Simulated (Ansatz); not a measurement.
Geometry optimisation, RKS PBE0-D4/def2-SVP (Ansatz).

Input file:

```yaml
crystal:
  periodic: [false, false, false]
  atoms:
    - { symbol: Ge, position_ang: [0.0, 0.0, 0.0] }
    - { symbol: H, position_ang: [0.0, 0.0, 1.55] }
    - { symbol: H, position_ang: [1.4616, 0.0, -0.5162] }
    - { symbol: O, position_ang: [-0.8337, 1.4443, -0.5894] }
    - { symbol: H, position_ang: [-1.7915, 1.2136, -0.8118] }
    - { symbol: H, position_ang: [-0.73, -1.2648, -0.5162] }
basis:
  gaussian: { orbitals: def2-SVP }
hamiltonian:
  xc: pbe0
  dispersion: d4
relax:
  f_tol: 0.02
  max_steps: 40
output:
  orbitals: {}
```

Command:

```bash
$ ansatz run input.yaml --threads 1 --pin off --max-ram 2048MiB --backend cpu --events-out ev --progress --plain --runs-dir out
```

**Question.** Where does it end, and by what steps?

**Answer.** The run converged. After 5 steps the energy has fallen by 0.083 eV; H5 moved furthest, 0.28 Å.

```tsv
step	energy less start (eV)	largest force component (eV/Å)	accepted
0	0.0000	2.184	yes
1	-0.0638	0.765	yes
2	-0.0718	0.105	yes
3	-0.0814	0.071	yes
4	-0.0824	0.034	yes
5	-0.0832	0.003	yes
```

```xyz
6
Properties=species:S:1:pos:R:3
Ge -0.008 -0.051 -0.027
H -0.101 0.034 1.512
H 1.447 0.057 -0.496
O -0.820 1.347 -0.779
H -1.762 1.376 -0.585
H -0.650 -1.369 -0.509
```

Whether the end is a true minimum wasn't checked by a vibrational analysis.

Run time: 19 s on 1 thread of Arm Neoverse N1, on a shared host, peak memory 0.12 GiB.
